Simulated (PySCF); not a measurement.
Two species compared at the same levels of theory.

First species: C₈H₈S.
SMILES with atom numbers: `[CH3:1][C:2](=[S:3])[c:4]1[cH:5][cH:6][cH:7][cH:8][cH:9]1` (hydrogens: H10, H11, H12 on C1; H13 on C5; H14 on C6; H15 on C7; H16 on C8; H17 on C9)

Second species: C5H12OSSi2.
SMILES: `[SiH2](S[C@@](C)([SiH3])C=O)C=C`

Levels: PBE0/pcSseg-1 for dipole moment, HOMO energy, LUMO energy and HOMO–LUMO gap; GFN2-xTB for rotational constant A and rotational constant C. Geometries: GFN2-xTB. Each species is one conformer at its optimised geometry, gas phase, non-relativistic unless stated; the electronic structure was computed with PySCF and density fitting.

Dipoles, sizes and rotational constants follow the conformer. The torsions of the flexible species, by atom-mapped SMILES:
- `[CH3:1][C:2](=[S:3])[c:4]1[cH:5][cH:6][cH:7][cH:8][cH:9]1`: C1–C2–C4–C5 174°
- `[CH2:1]=[CH:2][SiH2:3][S:4][C@@:5]([CH3:6])([SiH3:7])[CH:8]=[O:9]`: C1–C2–Si3–S4 89°, C2–Si3–S4–C5 38°, Si3–S4–C5–C6 63°, S4–C5–C8–O9 149°

Values for the first species:

| Property | Result |
| --- | --- |
| Dipole moment | 3.21 D |
| HOMO energy | -6.28 eV |
| LUMO energy | -2.55 eV |
| HOMO–LUMO gap | 3.73 eV |
| Rotational constant A | 3.024 GHz |
| Rotational constant C | 0.738 GHz |

Task: Estimate the same properties for the second species, and the change in each.

Result: 
```json
{"property": "dipole moment", "first": "3.21 D", "second": "0.89 D", "second less first": "-2.32 D"}
{"property": "HOMO energy", "first": "-6.28 eV", "second": "-7.10 eV", "second less first": "-0.82 eV"}
{"property": "LUMO energy", "first": "-2.55 eV", "second": "-1.29 eV", "second less first": "+1.26 eV"}
{"property": "HOMO–LUMO gap", "first": "3.73 eV", "second": "5.81 eV", "second less first": "+2.08 eV"}
{"property": "rotational constant A", "first": "3.024 GHz", "second": "1.461 GHz", "second less first": "-1.563 GHz"}
{"property": "rotational constant C", "first": "0.738 GHz", "second": "0.596 GHz", "second less first": "-0.142 GHz"}
```

On the first: The dipole equals about 10.7 × 10⁻³⁰ C·m (1 D = 3.33564 × 10⁻³⁰ C·m).

On the second: The dipole equals about 3.0 × 10⁻³⁰ C·m (1 D = 3.33564 × 10⁻³⁰ C·m).
